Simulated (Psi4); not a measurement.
A dimer, HBr ··· CH4 (SMILES Br and C); the first 2 atoms form monomer A.

```
7

Br     0.7124     0.0000     0.0000
H     -0.7124     0.0000     0.0000
C     -2.9141     2.3375    -0.4159
H     -2.4474     2.2933    -1.3990
H     -3.6235     3.1635    -0.3876
H     -2.1481     2.4906     0.3430
H     -3.4374     1.4026    -0.2201
```

Q: What interaction energy does SAPT0/jun-cc-pVDZ, frozen core in Psi4 1.11 give, and which attractive term is the largest?

A: Total -0.35 kcal/mol: electrostatics -0.24, exchange 0.38, induction -0.08, dispersion -0.42. The most attractive term is dispersion.
